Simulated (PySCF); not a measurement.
Molecular orbitals of CsTe⁺

HSE06 at R = 4.066 Å; Cs def2-SVP with ECP46, Te def2-SVP with ECP28; scalar-relativistic core potentials (PySCF 2.14). State: ³Σ⁻ (triplet), unpaired electrons π ↑↑. Only the outer orbitals are listed, counted within each symmetry, core potentials removing the inner ones.

| spin | orbital | occ. | ε (eV) | on Cs (%) | main shells (%) |
| --- | --- | --- | --- | --- | --- |
| α | 4σ | 1 | -33.69 | 100 | 100 Cs s |
| α | 5σ | 1 | -20.89 | 1 | 99 Te s |
| α | 3π | 1 | -19.26 | 100 | 100 Cs p |
| α | 3π | 1 | -19.26 | 100 | 100 Cs p |
| α | 6σ | 1 | -19.18 | 99 | 99 Cs p |
| α | 4π | 1 | -11.13 | 1 | 99 Te p |
| α | 4π | 1 | -11.13 | 1 | 99 Te p |
| α | 7σ | 1 | -10.29 | 3 | 96 Te p |
| α | 8σ | 0 | -4.98 | 99 | 99 Cs s |
| α | 5π | 0 | -3.21 | 98 | 80 Cs d, 18 Cs p |
| α | 5π | 0 | -3.21 | 98 | 80 Cs d, 18 Cs p |
| β | 4σ | 1 | -33.69 | 100 | 100 Cs s |
| β | 5σ | 1 | -19.27 | 82 | 82 Cs p, 17 Te s |
| β | 3π | 1 | -19.26 | 100 | 100 Cs p |
| β | 3π | 1 | -19.26 | 100 | 100 Cs p |
| β | 6σ | 1 | -18.85 | 18 | 82 Te s, 18 Cs p |
| β | 7σ | 1 | -9.64 | 4 | 95 Te p |
| β | 4π | 0 | -8.10 | 2 | 98 Te p |
| β | 4π | 0 | -8.10 | 2 | 98 Te p |
| β | 8σ | 0 | -4.94 | 99 | 98 Cs s |

Problem. Which are the highest filled and the lowest empty level, where do they sit, and how wide is the gap?

Solution. Highest filled β 7σ at -9.64 eV (in %: 95 Te p); lowest empty β 4π at -8.10 eV (in %: 98 Te p); the gap at HSE06 is 1.54 eV.

```
bond order (Mayer)                                                                                                 : 0.17
⟨S²⟩                                                                                                               : 2.003
charge on Cs (Mulliken, basis-dependent)                                                                           : 0.91
charge on Cs (Löwdin, basis-dependent)                                                                             : 0.73
dipole moment (positive dipole points towards Te; it is taken about the centre of mass and depends on that origin) : -7.76 D
```

Spin–orbit coupling is left out. The state was picked by a PBE0 search and need not be the measured ground state.
